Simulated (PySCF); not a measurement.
**Electron correlation in S (sulfur, neutral)**

[Ne] 3s2 3p3 3d1, high-spin 5D determinant (an excited configuration). Calculation: PySCF 2.14, in aug-cc-pCVTZ-DK with one added diffuse shell each of s, p, d, f type (9s8p6d4f, 91 functions); the spin-free X2C one-electron Hamiltonian (Gaussian nucleus). Frozen: [Ne]; 6 electrons correlated.

MP2 pair energies summed by pair of shells (mhartree):

```
 pair  energy  share (%)
3s-3p  -58.44       59.1
3p-3p  -19.31       19.5
3s-3s  -10.56       10.7
3p-3d   -6.44        6.5
3s-3d   -4.06        4.1
```

Total MP2 correlation energy: -98.81 mhartree.

Same-spin part -30.23 and opposite-spin part -68.58 mhartree; SCS-MP2 scales them by 1/3 and 6/5 to -92.37 mhartree.
